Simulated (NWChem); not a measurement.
Atomisation of F$_{2}$Ge

```
Ge
F 1 1.7556
F 1 1.7556 2 97.53
```
Charge 0, spin multiplicity 1.

Program: NWChem. Structure: optimised with B3LYP/def2-SVP, a minimum by its harmonic frequencies.

Basis set: def2-TZVP. The atomisation energy is electronic alone: no zero-point, thermal, spin-orbit or counterpoise terms. No value is extrapolated to the basis-set limit. Free atoms are single determinants with multiplicities Ge 3, F 2. Correlated methods freeze the same cores in atoms and molecule, 11 orbitals in all.

| method | atomisation energy (kcal/mol) | relative cost |
|---|---|---|
| PBE | 267.2 | under 3 |
| r2SCAN | 258.0 | under 3 |
| BHandHLYP | 236.2 | under 3 |
| MP2 | 264.3 | 4 |
| B3LYP | 254.6 | under 3 |
| LC-wPBE (omega 0.3 per bohr) | 260.6 | 10 |
| PBE0 | 251.0 | under 3 |
| HF | 169.4 | 1 |

The values span 97.8 kcal/mol, from HF (lowest) to PBE (highest). Costs are rough ratios of processor time within this set of runs, SCF included, with HF as 1. Costs are the molecule's.

The Hamiltonian is non-relativistic. B3LYP has NWChem's definition, with VWN1-RPA local correlation. GW and range-separated runs recompute their integrals, the others keep them in memory, which bears on the times. The structure started from a generated list of species. The stability of the SCF solutions was not checked. Open-shell Hartree-Fock references start from PBE0 orbitals; any time given for them includes that run.
